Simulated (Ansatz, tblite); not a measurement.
Removing and adding an electron: Zr2Se4 (the lowest singlet isomer of a short search). Total charge 0; singlet. Geometry: PBE-D4/def2-SVP. Ansatz, gas phase; energy differences of separate SCF runs; the oxidised species was run as a doublet alone; the reduced species was run as a doublet alone.

Cartesian coordinates in Å:
```
Zr 0.5705 -1.1839 1.5120
Zr -0.2534 0.5275 -0.6767
Se 1.0084 1.2823 1.5723
Se -1.8410 -1.0061 0.8555
Se 1.4482 -1.5513 -0.8053
Se -0.9327 1.9315 -2.4578
```

In the def2 sets Zr takes a core potential; there is no spin–orbit coupling. The xTB rows come from tblite. HOMO above LUMO, or a gap near zero within one spin, warns that the state may not be the lowest or that an electron is smeared out. The structure comes from a short search, and lower isomers may exist.

Estimate orbital energies and vertical ionisation energies and electron affinities at: GFN1-xTB; GFN2-xTB; PBE-D4/def2-SVP; PBE-D4/def2-TZVP; r2SCAN-D4/def2-TZVP; PBE0-D4/def2-SVP; PBE0-D4/def2-TZVP.


| level | −HOMO (eV) | vertical IE (eV) | −LUMO (eV) | vertical EA (eV) | HOMO–LUMO gap (eV) | IE − EA (eV) | remarks |
| --- | --- | --- | --- | --- | --- | --- | --- |
| GFN1-xTB | 9.70 | 11.98 | 9.05 | 6.70 | 0.66 | 5.28 | – |
| GFN2-xTB | 11.37 | 13.20 | 10.24 | 8.29 | 1.13 | 4.91 | – |
| PBE-D4/def2-SVP | 5.51 | – | 4.76 | 2.76 | 0.76 | – | – |
| PBE-D4/def2-TZVP | 5.54 | 7.74 | 4.75 | – | 0.80 | – | gap within one spin near zero (+1 doublet) |
| r2SCAN-D4/def2-TZVP | 5.79 | 7.91 | 4.72 | – | 1.07 | – | gap within one spin near zero (+1 doublet) |
| PBE0-D4/def2-SVP | 6.50 | – | 4.26 | 3.06 | 2.24 | – | – |
| PBE0-D4/def2-TZVP | 6.50 | 7.96 | 4.21 | – | 2.28 | – | – |

   Raw xTB energy differences between charge states are shifted by several eV; the methods need an empirical correction for them. Sets without diffuse functions give affinities that are too small.
